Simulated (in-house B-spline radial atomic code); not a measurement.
RPA and G0W0 for the thallium ion Tl²⁺, [Xe] 4f14 5d10 6s1, highest spin, as one setting changes: the highest l of the empty states. Start: PBE. A dash marks a level of low quasi-particle weight. Computed with a B-spline radial code for spherical atoms: all electrons, scalar-relativistic (spin-free one-electron X2C), finite nucleus, each spin shell either full or empty, empty states to the listed l with an (l + 1/2)⁻⁴ tail; G0W0 by contour deformation at full frequency.

Without the two-electron picture change, the correlation of inner shells comes somewhat too large for so heavy an element.

RPA overbinds a lone outer s electron by self-correlation, and G0W0 tends to as well.

```
highest l of the empty states  RPA summed (Eh)  RPA extrapolated (Eh)  G0W0 level (eV)
                            5          -6.1755                -7.2396     6s up -30.61
                            6          -6.5648                -7.2333     6s up -30.58
                            7          -6.7761                -7.2081     6s up -30.57
                            8          -6.8963                -7.1816     6s up -30.57
                            9                ?                      ?                ?
                           10                ?                      ?                ?
                           11          -7.0398                -7.1348     6s up -30.56
```

What belongs in the row for 10?

RPA summed (Eh): -7.0115; RPA extrapolated (Eh): -7.145; G0W0 level (eV): 6s up -30.56.

What belongs in the row for 9?

RPA summed (Eh): -6.9675; RPA extrapolated (Eh): -7.1596; G0W0 level (eV): 6s up -30.57.
